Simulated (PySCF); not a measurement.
Molecule: Nitrosobenzene (C1=C(N=O)C=CC=C1, C6H5NO).

Molfile (atoms numbered from 1):
```
C6H5NO
     RDKit          3D

 13 13  0  0  0  0  0  0  0  0999 V2000
   -2.3167   -2.2473    0.1086 O   0  0  0  0  0  0  0  0  0  0  0  0
   -2.2685   -1.0894   -0.2092 N   0  0  0  0  0  0  0  0  0  0  0  0
   -0.9788   -0.4739   -0.0912 C   0  0  0  0  0  0  0  0  0  0  0  0
   -0.9166    0.8722   -0.4545 C   0  0  0  0  0  0  0  0  0  0  0  0
    0.2968    1.5492   -0.3684 C   0  0  0  0  0  0  0  0  0  0  0  0
    1.4317    0.8724    0.0788 C   0  0  0  0  0  0  0  0  0  0  0  0
    1.3629   -0.4785    0.4411 C   0  0  0  0  0  0  0  0  0  0  0  0
    0.1565   -1.1585    0.3578 C   0  0  0  0  0  0  0  0  0  0  0  0
   -1.8332    1.3572   -0.7981 H   0  0  0  0  0  0  0  0  0  0  0  0
    0.3613    2.6028   -0.6488 H   0  0  0  0  0  0  0  0  0  0  0  0
    2.3854    1.4015    0.1473 H   0  0  0  0  0  0  0  0  0  0  0  0
    2.2609   -0.9945    0.7892 H   0  0  0  0  0  0  0  0  0  0  0  0
    0.0537   -2.2112    0.6291 H   0  0  0  0  0  0  0  0  0  0  0  0
  1  2  2  0
  2  3  1  0
  3  4  2  0
  4  5  1  0
  5  6  2  0
  6  7  1  0
  7  8  2  0
  8  3  1  0
  4  9  1  0
  5 10  1  0
  6 11  1  0
  7 12  1  0
  8 13  1  0
M  END
```

Geometry PBE0-D3(BJ)/def2-SVP throughout; GIAO in PySCF, gas phase, one conformer, non-relativistic; equivalent atoms averaged; functional PBE0.

Problem. How do the absolute shieldings σ depend on the basis set? (ppm; last column core-seconds on shared hosts with different chips, so compare them loosely)

Solution. 
```csv
basis set,functions,O1,N2,C6,C5/C7,C3,C4/C8,H10/H12,H11,H9/H13,core-s
STO-3G,45,-2399.7,-831.3,118.9,120.8,129.4,144.5,24.39,24.45,24.71,3.7
pcSseg-0,82,-2348.7,-1190.3,45.9,53.4,24.5,65.6,24.67,24.74,24.46,6.7
6-31G,82,-1838.7,-945.6,66.9,73.7,40.7,85.1,24.54,24.56,24.44,8.4
6-31G*,122,-1584.2,-807.5,64.9,70.9,44.2,80.2,24.26,24.33,24.11,12
cc-pVDZ,137,-1636.2,-828.1,62.0,67.9,41.0,78.1,23.59,23.66,23.55,14
def2-SVP,137,-1742.4,-889.0,60.3,66.4,40.5,75.8,23.64,23.74,23.56,13
pcSseg-1,161,-1719.5,-895.7,42.7,49.8,23.7,60.3,23.36,23.45,23.33,20
aug-cc-pVDZ,229,-1514.8,-792.4,60.7,67.4,37.5,76.4,23.49,23.47,23.25,30
"6-311+G(2d,p)",246,-1616.6,-850.9,46.9,54.2,24.1,63.5,23.62,23.63,23.40,30
def2-TZVP,278,-1637.6,-861.7,45.4,52.8,23.3,62.2,23.58,23.61,23.38,42
cc-pVTZ,310,-1627.2,-849.9,47.1,54.1,26.6,63.8,23.42,23.45,23.24,48
IGLO-III,330,-1672.8,-886.9,39.3,46.8,15.9,56.2,23.48,23.50,23.28,51
```

Problem. Which nucleus moves most, in ppm?

Solution. O1 (oxygen bonded to N): from -2399.7 ppm with STO-3G to -1514.8 ppm with aug-cc-pVDZ. The smallest spread is 1.29 ppm, at H11. Proton shifts span only some 12 ppm, so a few tenths of a ppm matter as much there as several ppm in carbon.

Problem. Taking the largest basis, IGLO-III (330 functions), as the yardstick, rank the others by their worst heavy-atom deviation.

Solution. def2-TZVP 35.2 ppm (278 functions), cc-pVTZ 45.7 ppm (310 functions), pcSseg-1 46.6 ppm (161 functions), 6-311+G(2d,p) 56.3 ppm (246 functions), cc-pVDZ 58.8 ppm (137 functions), def2-SVP 69.6 ppm (137 functions), 6-31G* 88.6 ppm (122 functions), aug-cc-pVDZ 158.0 ppm (229 functions), 6-31G 165.8 ppm (82 functions), pcSseg-0 675.8 ppm (82 functions), STO-3G 726.8 ppm (45 functions).

A small basis that lands close on one nucleus may do so by chance; judge by the trend and by all nuclei.
